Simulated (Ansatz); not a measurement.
GaN₂⁻. The state is a singlet with charge -1. Geometry r2SCAN-D4/def2-TZVPD, that of the charge -1 singlet.

```xyz
3

Ga   -1.175    0.286   -0.650
N     0.738   -0.522   -0.114
N     0.437    0.236    0.763
```

At PBE-D4/def2-TZVPD, r2SCAN-D4/def2-TZVPD, PBE0-D4/def2-TZVPD the highest occupied level of the charge -1 singlet lies above zero (up to 2.30 eV). Its loss leaves the charge 0 doublet, which lies 0.41 eV higher (vertical, at PBE-D4/def2-TZVPD), but this difference is unsure: the doublet is doubtful (geometry relaxed on an unsound state). At r2SCAN-D4/def2-TZVPD the unrestricted singlet has broken spin symmetry (⟨S²⟩ up to 0.20). At PBE0-D4/def2-TZVPD a triplet of charge -1 lies 0.17 eV below the unrestricted singlet, which stands at the restricted singlet's geometry. The structure comes from a short search, and lower isomers may exist.

Question: Estimate the orbital energies around the gap (eV) in Ansatz with PBE-D4/def2-TZVPD, r2SCAN-D4/def2-TZVPD, PBE0-D4/def2-TZVPD.

Answer: 
```tsv
orbital	PBE-D4/def2-TZVPD	r2SCAN-D4/def2-TZVPD	PBE0-D4/def2-TZVPD
HOMO−5	-7.40	-8.34	-9.55
HOMO−4	-5.63	-6.14	-7.28
HOMO−3	-4.47	-4.86	-5.77
HOMO−2	-3.40	-3.95	-5.11
HOMO−1	-0.93	-1.14	-1.86
HOMO	2.30	2.08	1.51
LUMO	3.03	3.20	3.72
LUMO+1	3.42	3.55	4.32
LUMO+2	3.89	4.56	4.67
LUMO+3	4.38	4.60	4.92
LUMO+4	4.67	5.24	5.16
LUMO+5	5.52	6.31	5.95
β HOMO	2.30	2.08	1.51
β LUMO	3.03	3.20	3.72
```
